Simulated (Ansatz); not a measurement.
Ansatz (an electronic-structure program) input (PBE/STO-3G):

Ansatz 0.2 input:
```yaml
crystal:
  periodic: [false, false, false]
  atoms:
    - {symbol: N, position_ang: [-1.23362100, 1.11369000, -0.51326000]}
    - {symbol: Si, position_ang: [0.01952000, 0.17602900, 0.28146800]}
    - {symbol: N, position_ang: [1.36888000, 0.05717400, -0.76833400]}
    - {symbol: N, position_ang: [-0.39444500, -1.42911900, 0.69477800]}
    - {symbol: H, position_ang: [-0.91197200, 1.96854400, -0.97427200]}
    - {symbol: H, position_ang: [0.19315800, 0.88015300, 1.58246400]}
    - {symbol: H, position_ang: [2.10828000, -0.60267200, -0.58788800]}
    - {symbol: H, position_ang: [1.67213700, 0.81760600, -1.35303100]}
    - {symbol: H, position_ang: [-0.93591800, -1.61094000, 1.52490500]}
    - {symbol: H, position_ang: [-0.58465900, -2.10930400, -0.02501900]}
basis:
  gaussian:
    orbitals: STO-3G
hamiltonian:
  xc: {name: PBE}
magnetization: {spin_polarized: true, initial_magnetization: 1}
output: {forces: true}
```

Output:

```
Functional definition: PBE
integrals: 0.01 GiB planned
381 factors; integrals over basis functions are off by at most 3.0e-5 eV
mean field: 0.10 GiB planned
mean field evaluation 1: about -12279.1935 eV, gradient 2.4e1 eV
mean field evaluation 2: about -12278.0623 eV, gradient 2.8e1 eV
mean field evaluation 4: about -12282.8050 eV, gradient 1.2e0 eV
mean field evaluation 8: about -12282.7607 eV, gradient 2.9e-2 eV
mean field evaluation 16: about -12272.9832 eV, gradient 2.6e1 eV
mean field -12282.76073544 eV, -451.3831314731 hartree, gradient 2.8e-5 eV, S^2 0.752050; 2 other end points of the search recorded, 0 dependent functions left out
the calculation of the forces begins
reference -12282.76076028 eV, -451.3831323860 hartree; 21, 20 occupied and 9, 10 virtual orbitals, 381 factors
Total energy: -12282.76076028 eV, -451.3831323860 hartree
Atom 0 at    -1.233621     1.113690    -0.513260 Å, force    -2.916402    -1.700504     0.499783 eV/Å
Atom 1 at     0.019520     0.176029     0.281468 Å, force     1.119377     0.410910     1.002020 eV/Å
Atom 2 at     1.368880     0.057174    -0.768334 Å, force    -1.250891    -0.337443     0.361464 eV/Å
Atom 3 at    -0.394445    -1.429119     0.694778 Å, force     1.150878     0.928690    -0.032729 eV/Å
Atom 4 at    -0.911972     1.968544    -0.974272 Å, force     1.461738     2.179739    -1.128729 eV/Å
Atom 5 at     0.193158     0.880153     1.582464 Å, force    -0.012041    -0.271325    -0.191907 eV/Å
Atom 6 at     2.108280    -0.602672    -0.587888 Å, force     1.227670    -1.028845     0.240902 eV/Å
Atom 7 at     1.672137     0.817606    -1.353031 Å, force     0.538326     1.251954    -0.937001 eV/Å
Atom 8 at    -0.935918    -1.610940     1.524905 Å, force    -0.929468    -0.337762     1.319634 eV/Å
Atom 9 at    -0.584659    -2.109304    -0.025019 Å, force    -0.389187    -1.095415    -1.133438 eV/Å
Dipole moment:     0.283341     0.024590    -0.030088 e Å
```

The geometry given is a B3LYP-D3(BJ)/def2-TZVP minimum.
